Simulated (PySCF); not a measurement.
# Polarisability and C₆ of Se⁺ (selenium, charge +1)

[Ar] 3d10 4s2 4p3, high-spin 4S determinant. Computed with PySCF 2.14 in aug-cc-pVTZ-PP with one added diffuse shell each of s, d, f type with ECP10MDF (7s5p5d3f, 68 functions), with scalar relativity through the core potential. Coupled (time-dependent) response in atomic units; α is the mean over directions.

```tsv
method	mean α (bohr³)	C₆ (like pair)	S(−4)
UHF	14.18	86.62	47.62
PBE	14.54	89.04	51.91
PBE0	14.28	87.15	48.93
CAM-B3LYP	14.21	86.34	48.70
BP86	14.51	88.81	51.34
```

S(−4) is the Cauchy moment in α(ω) = α(0) + S(−4) ω² + …

α(iu) at UHF:

```
u (hartree)  α(iu) (bohr³)
          0          14.18
     0.0500          14.06
      0.100          13.72
      0.200          12.53
      0.300          10.98
      0.500          7.958
      0.750          5.275
       1.00          3.640
       1.50          1.988
       2.00          1.250
       3.00         0.6332
       5.00         0.2612
```

For an ion, C₆ is the dispersion term alone; charge-induced terms of lower order in 1/R come first.

Energies and moments cover only the electrons outside the core potential.
